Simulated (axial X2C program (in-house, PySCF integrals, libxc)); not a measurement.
# Spin–orbit effects along a row: homonuclear dimers (ions), PBE0

Calculated with an in-house relativistic program for diatomic molecules, spin-free (one-electron X2C) or two-component (2c: spin–orbit coupling with atomic mean-field Coulomb and Gaunt terms, which also bring small scalar terms), in Dyall basis sets with cores contracted in-house; open shells are unrestricted.

Basis sets: As dyall-cv3z, Br dyall-cv3z, Ca dyall-cv3z, Ga dyall-cv3z, Ge dyall-cv3z, Se dyall-cv3z.

| molecule | spin-free state | Re (Å) | ωe (cm⁻¹) | De (eV) | 2c state | Re 2c (Å) | ωe 2c (cm⁻¹) | De 2c (eV) |
| --- | --- | --- | --- | --- | --- | --- | --- | --- |
| Ca₂⁺ | M_S = 1/2, Λ = 0 | 3.846 | 127.4 | 1.31 | Ω = 1/2 | 3.846 | 127.4 | 1.31 |
| Ga₂⁺ | M_S = 1/2, Λ = 0 | 3.267 | 90.9 | 1.56 | Ω = 1/2 | 3.269 | 90.8 | n/a |
| Ge₂⁺ | M_S = 3/2, Λ = 0 | 2.405 | 258.2 | 3.31 | Ω = 3/2 | 2.406 | 257.8 | n/a |
| As₂⁺ | M_S = 1/2, Λ = 1 | 2.180 | 403.8 | 4.04 | Ω = 3/2 | 2.181 | 402.4 | n/a |
| Se₂⁺ | M_S = 1/2, Λ = 1 | 2.083 | 456.2 | 4.21 | Ω = 1/2 | 2.085 | 454.8 | 4.28 |
| Br₂⁺ | M_S = 1/2, Λ = 1 | 2.189 | 384.7 | 3.58 | Ω = 3/2 | 2.191 | 382.4 | 3.54 |

(1) Work out the shifts from the spin-free to the two-component result.

Fragments in 2c: Ca + Ca+, Ga+ + Ga, Ge+ + Ge, As+ + As, Se+ + Se, Br+ + Br. Each entry is the lowest single determinant of a limited PBE0 search at one distance. De goes to single-determinant-based atoms at the same level (for ions the charge split of lowest energy) and is withheld (n/a) where an atom does not fit its ground term or J level. Main or longest-lived isotopes. One determinant is a doubtful description, or other states lie close, for Ge₂⁺; these need not be ground states, and all values refer to the states named. With several unpaired electrons the Ω given is that of one determinant, not necessarily of the lowest component. The functionals have no current term, which raises determinants with orbital currents.

Answers

(1) 

| molecule | 2c state | ΔRe (Å) | Δωe (cm⁻¹) | ΔDe (eV) |
| --- | --- | --- | --- | --- |
| Ca₂⁺ | Ω = 1/2 | 0.000 | 0.0 | 0.00 |
| Ga₂⁺ | Ω = 1/2 | 0.002 | -0.1 | n/a |
| Ge₂⁺ | Ω = 3/2 | 0.001 | -0.4 | n/a |
| As₂⁺ | Ω = 3/2 | 0.001 | -1.4 | n/a |
| Se₂⁺ | Ω = 1/2 | 0.002 | -1.4 | 0.07 |
| Br₂⁺ | Ω = 3/2 | 0.002 | -2.3 | -0.04 |

Shifts of one unit in the last digit are rounding.
